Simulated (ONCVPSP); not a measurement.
**Reading a pseudo-wave (sulfur (S))**

Columns: radius, all-electron u(r) and pseudo u(r) of the 2s shell (level -209.52 eV) of sulfur in the configuration [He] 2s2 2p6 3s2 3p4; LDA (Perdew-Zunger), non-relativistic, ONCV scheme, ONCVPSP 4.0.1.

| r (bohr) | all-electron | pseudo |
| --- | --- | --- |
| 0.038 | -0.6693 | 0.2054 |
| 0.075 | -0.6015 | 0.4020 |
| 0.113 | -0.2352 | 0.5971 |
| 0.150 | 0.1961 | 0.7761 |
| 0.188 | 0.6084 | 0.9450 |
| 0.225 | 0.9367 | 1.0900 |
| 0.263 | 1.1892 | 1.2154 |
| 0.300 | 1.3548 | 1.3107 |
| 0.338 | 1.4549 | 1.3791 |
| 0.375 | 1.4963 | 1.4161 |
| 0.413 | 1.4938 | 1.4241 |
| 0.450 | 1.4592 | 1.4058 |
| 0.488 | 1.3993 | 1.3630 |
| 0.525 | 1.3253 | 1.3030 |
| 0.563 | 1.2394 | 1.2275 |
| 0.600 | 1.1505 | 1.1450 |
| 0.638 | 1.0576 | 1.0556 |
| 0.675 | 0.9681 | 0.9676 |
| 0.713 | 0.8791 | 0.8790 |
| 0.750 | 0.7965 | 0.7965 |
| 0.788 | 0.7167 | 0.7167 |
| 0.825 | 0.6444 | 0.6444 |
| 0.863 | 0.5758 | 0.5758 |
| 0.900 | 0.5146 | 0.5146 |
| 0.938 | 0.4574 | 0.4574 |
| 0.975 | 0.4069 | 0.4069 |

How many radial nodes do the two functions have?

The all-electron 2s function has n − l − 1 = 1; the pseudo-wave has 0, since the states of the same l below it are removed with the core.

At about which radius was the pseudo-wave matched?

0.75 bohr. The columns agree to 0.0005 from 0.68 bohr on; several derivatives are matched, so the curves merge somewhat inside the radius.

Where does each function peak?

Outermost all-electron maximum near 0.38 bohr, pseudo maximum near 0.41 bohr (to the table’s step).

Is the pseudo-wave norm-conserving?

Yes: the ONCV scheme keeps the norm inside the radius equal to the all-electron one, which fixes the energy derivative of the logarithmic derivative at the level.
